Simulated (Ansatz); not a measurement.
Geometry optimisation, RKS PBE/def2-SVP (Ansatz).

Input file:

```yaml
crystal:
  periodic: [false, false, false]
  atoms:
    - { symbol: Ta, position_ang: [-0.054808, -0.021149, -0.065664] }
    - { symbol: "N", position_ang: [2.065308, 0.061263, 0.022183] }
    - { symbol: H, position_ang: [2.539892, 0.386165, 0.870806] }
    - { symbol: H, position_ang: [2.710168, 0.048556, -0.772651] }
    - { symbol: F, position_ang: [0.156785, 0.242576, 1.854854] }
    - { symbol: "N", position_ang: [0.255112, 0.069822, -2.058222] }
    - { symbol: H, position_ang: [-0.224602, -0.537273, -2.731763] }
    - { symbol: H, position_ang: [0.895643, 0.68853, -2.569462] }
    - { symbol: "N", position_ang: [-1.167395, 1.626776, -0.031934] }
    - { symbol: H, position_ang: [-1.341424, 2.13723, 0.841647] }
    - { symbol: H, position_ang: [-1.401039, 2.200199, -0.846542] }
    - { symbol: "N", position_ang: [-1.282511, -1.578354, -0.176919] }
    - { symbol: H, position_ang: [-2.305873, -1.519948, -0.148699] }
    - { symbol: H, position_ang: [-0.958008, -2.551731, -0.100518] }
    - { symbol: S, position_ang: [1.364399, -3.283507, 0.97813] }
    - { symbol: H, position_ang: [0.996568, -2.597371, 2.099664] }
    - { symbol: H, position_ang: [1.971984, -2.149485, 0.448291] }
basis:
  gaussian: { orbitals: def2-SVP }
hamiltonian:
  xc: pbe
relax:
  f_tol: 0.03
  max_steps: 50
```

Run as:

```bash
$ ansatz run input.yaml --threads 4 --pin off --max-ram 5120MiB --backend cpu --events-out ev --progress --plain --runs-dir out
```

Question: Where does it end, and by what steps?

Answer: It converged. After 10 steps the energy has fallen by 0.170 eV; H16 moved furthest, 0.68 Å.

```tsv
step	energy less start (eV)	largest force component (eV/Å)	accepted
0	0.0000	1.100	yes
1	-0.0756	0.593	yes
2	-0.0988	0.578	yes
3	-0.1260	0.360	yes
4	-0.1467	0.190	yes
5	-0.1581	0.222	yes
6	-0.1649	0.149	yes
7	-0.1669	0.166	yes
8	-0.1686	0.054	yes
9	-0.1694	0.031	yes
10	-0.1696	0.028	yes
```

```xyz
17
Properties=species:S:1:pos:R:3
Ta -0.103 0.151 -0.114
N 1.912 -0.157 0.124
H 2.391 0.147 0.981
H 2.584 -0.208 -0.648
F 0.065 0.626 1.768
N 0.188 0.240 -2.110
H -0.163 -0.470 -2.762
H 0.719 0.939 -2.644
N -1.225 1.816 -0.178
H -1.362 2.414 0.645
H -1.547 2.287 -1.028
N -1.136 -1.528 -0.079
H -2.154 -1.647 -0.053
H -0.649 -2.422 0.121
S 1.579 -3.540 0.870
H 1.275 -3.214 2.157
H 1.846 -2.210 0.563
```

The run took 34 s on 4 threads of Arm Neoverse V2, with other jobs on the host, peak memory 0.28 GiB.
